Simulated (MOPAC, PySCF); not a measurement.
H₈Si₂Sn, SMILES `[SnH2]([SiH3])[SiH3]`, neutral singlet in the gas phase. 

Cartesian coordinates (Å):
```xyz
11

Si    -2.0594     0.6272    -0.1159
Sn    -0.0941    -0.9166     0.4911
Si     2.1349     0.1109    -0.2773
H     -1.8784     1.9605     0.5367
H     -3.3628     0.0481     0.3329
H     -2.1095     0.8275    -1.5969
H     -0.3116    -2.4502    -0.2498
H     -0.0606    -1.1709     2.1889
H      2.1137     0.3244    -1.7565
H      3.2851    -0.7810     0.0608
H      2.3419     1.4323     0.3892
```
Charge 0, spin multiplicity 1.

All levels are single points at this geometry (r2SCAN-D4/def2-SVP); Pople sets use spherical d functions. Orbital energies aren't observables, and empty levels follow the basis.

AM1 in MOPAC gives gap (eV) = 9.60.

Estimate the gap (eV) from each of these levels: PBE-D3(BJ)/def2-TZVP in PySCF; r2SCAN-D4/def2-TZVP in PySCF; B3LYP/6-31G* (LANL2DZ on Sn) in PySCF; B3LYP/LANL2DZ in PySCF; M06-2X/6-31G* (LANL2DZ on Sn) in PySCF; PBE/6-31G* (LANL2DZ on Sn) in PySCF; PM3 in MOPAC; PM6 in MOPAC.


```csv
level,gap (eV)
PBE-D3(BJ)/def2-TZVP in PySCF,5.46
r2SCAN-D4/def2-TZVP in PySCF,6.00
B3LYP/6-31G* (LANL2DZ on Sn) in PySCF,7.20
B3LYP/LANL2DZ in PySCF,7.41
M06-2X/6-31G* (LANL2DZ on Sn) in PySCF,9.07
PBE/6-31G* (LANL2DZ on Sn) in PySCF,5.81
PM3 in MOPAC,8.78
PM6 in MOPAC,8.78
```
